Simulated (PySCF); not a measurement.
**Frontier orbitals and the lowest excitations**

Compound: C6H7NS.
Z-matrix (Å and degrees, PBE0-D3(BJ)/def2-SVP geometry), rows numbered from 1:
```
C 
C   1  1.3333
C   2  1.5005  1  124.88
C   3  1.5036  2  112.58  1   119.07
C   4  1.4294  3  124.59  2   -54.06
N   5  1.3113  4  117.21  3  -179.67
S   6  1.6561  5  109.25  4    -0.15
C   4  1.3747  3  126.44  2   125.93
H   1  1.0952  2  121.41  3     0.54
H   1  1.0929  2  121.56  3  -179.76
H   2  1.0970  1  119.42  3   179.04
H   3  1.1026  2  109.67  1  -119.87
H   3  1.1033  2  109.43  1    -3.31
H   5  1.0948  4  123.96  3     0.70
H   8  1.0904  4  127.80  3    -0.14
```

Theory: TDDFT CAM-B3LYP/def2-SVPD, vertical, gas phase, core orbitals frozen in the response in PySCF 2.14.0, density-fitted response routines.

Kohn–Sham orbitals with the atoms that hold most of them (Löwdin shares over 4%, at most four atoms; ? is withheld):

```tsv
orbital	ε (eV)	atoms
LUMO+2	1.16	C2 22%, C1 22%, C3 8%, S7 7%
LUMO+1	1.12	S7 63%, C8 7%, H15 7%, N6 6%
LUMO	?	?
HOMO	-8.49	S7 33%, C4 20%, C5 12%, C8 9%
HOMO-1	-9.18	C1 22%, C2 20%, S7 12%, N6 11%
HOMO-2	-9.21	N6 23%, C8 21%, C4 10%, C2 10%
HOMO-3	-9.85	N6 57%, C5 10%, S7 9%, C8 6%
```

Which atoms hold the LUMO, and with what shares?

C8 (bonded to C, S and H) 21%; S7 (bonded to C and N) 20%; N6 (bonded to C and S) 20%; C5 (bonded to C, N and H) 12%. By element: carbon 33% or more, sulfur 20%, nitrogen 20%.

What is the LUMO energy, and the HOMO–LUMO gap?

ε(LUMO) = 0.04 eV; the gap is 8.54 eV (0.3137 hartree).

How does S1 compare with the orbital gap of 8.54 eV?

S1 is at 5.52 eV (f = 0.187), 3.02 eV below the gap, made of HOMO→LUMO (89%). Without the coupling terms of the response equations the lowest excitation would equal the gap.

Next come S2 at 5.71 eV (f 0.0040), HOMO-3→LUMO (72%), HOMO-1→LUMO (14%); S3 at 6.13 eV (f 0.0001), HOMO→LUMO+1 (59%); S4 at 6.24 eV (f 0.048), HOMO-2→LUMO (62%), HOMO-1→LUMO (27%); S5 at 6.82 eV (f 0.102), HOMO-1→LUMO (32%), HOMO-2→LUMO (18%), HOMO→LUMO+2 (10%).

Löwdin shares depend on the basis, the more so with diffuse functions.

One conformer stands for the species.
